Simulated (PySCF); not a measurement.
# Cu¹⁷⁺: ionisation energy

Cu¹⁷⁺ [Ne] 3s2 → Cu¹⁸⁺ [Ne] 3s1 [3s1/2^1, M_J = 1/2], as a difference of total energies. All numbers are calculated (PySCF 2.14, the two-component X2C-1e Hamiltonian, in an even-tempered Gaussian basis (19 s from 1.7 bohr⁻², ratio 2.4; 13 p from 2.2 bohr⁻², ratio 2.4; 5 d from 7.9 bohr⁻², ratio 2.6; 4 f from 12 bohr⁻², ratio 2.6)). Correlated levels: 1s2 frozen; the 52 highest virtual spinors dropped. "Screened" scales the spin-orbit matrix elements by Boettger's factors to mimic the two-electron term; Breit and QED terms are absent.

```tsv
method	ionisation energy (eV)
GHF (screened spin-orbit)	628.59
GMP2 (screened spin-orbit)	631.06
```

How much does correlation contribute at GMP2 (screened spin-orbit)?

631.06 − (628.59) = 2.47 eV, measured against GHF (screened spin-orbit).

For comparison: 632.5 ± 0.6 eV (semi-empirical (NIST evaluation); NIST Atomic Spectra Database, ionization energies).
